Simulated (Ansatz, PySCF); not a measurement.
Dissociation curve of BH, singlet.

Levels of theory: UHF/6-31G* = unrestricted Hartree-Fock/6-31G*, spherical d in PySCF; RHF/6-31G* = restricted Hartree-Fock/6-31G*, spherical d (PySCF 2.14.0); RKS-CAM-B3LYP = Ansatz (a quantum-chemistry and plane-wave program) with restricted CAM-B3LYP/cc-pVQZ; RCCSD = CCSD on RHF/cc-pVQZ, frozen core (Ansatz).

Energies are in kcal/mol, each relative to the lowest point of its own curve near equilibrium.

| R / Å | UHF/6-31G* | RHF/6-31G* | RKS-CAM-B3LYP | RCCSD |
|---|---|---|---|---|
| 0.98 | 21.9 | 23.2 | 21.7 | 22.4 |
| 1.05 | 9.4 | 10.3 | 9.7 | 10.2 |
| 1.12 | 2.7 | 3.2 | 3.1 | 3.4 |
| 1.16 | 0.8 | 1.1 | 1.1 | 1.3 |
| 1.21 | 0.0 | 0.0 | 0.0 | 0.1 |
| 1.24 | 0.2 | 0.0 | 0.0 | 0.0 |
| 1.29 | 1.3 | 0.9 | 0.7 | 0.7 |
| 1.32 | 2.5 | 1.8 | 1.6 | 1.4 |
| 1.36 | 4.4 | 3.5 | 3.1 | 2.9 |
| 1.46 | 10.6 | 9.3 | 8.3 | 7.9 |
| 1.54 | 16.6 | 14.9 | 13.3 | 12.7 |
| 1.65 | 25.5 | 23.3 | 21.0 | 20.1 |
| 1.89 | 45.0 | 42.5 | 38.5 | 36.3 |
| 2.06 | 53.4 | 55.7 | 50.3 | 46.8 |
| 2.24 | 58.2 | 69.1 | 61.9 | 56.7 |
| 2.49 | 61.9 | 86.4 | 76.3 | 67.9 |
| 2.73 | 63.6 | 101.3 | 88.2 | — |
| 3.01 | 64.7 | 116.9 | 99.9 | — |
| 3.31 | 65.2 | 131.3 | 110.1 | — |
| 3.79 | 65.5 | 149.9 | 122.6 | — |
| 4.37 | 65.7 | 165.7 | 132.9 | — |
| 5.03 | 65.7 | 176.4 | 140.6 | — |

At the longest distance, 5.03 Å, RHF/6-31G* lies highest above its minimum (176.4 kcal/mol) and UHF/6-31G* lowest (65.7 kcal/mol).

Dashes: no converged value, or the column stops at the first point that the program doubted or that broke a chosen test of continuity, which isn't proof of a fault.

The unrestricted determinant behind UHF/6-31G* is spin-contaminated at 0.98 to 5.03 Å (<S²> up to 1.0, against 0.00 for a pure singlet). The restricted form behind RHF/6-31G*, RKS-CAM-B3LYP keeps the bonding electrons paired and can't separate into open-shell fragments. The T1 diagnostic of CCSD on the restricted reference of RCCSD exceeds 0.045 at 2.49 to 5.03 Å.
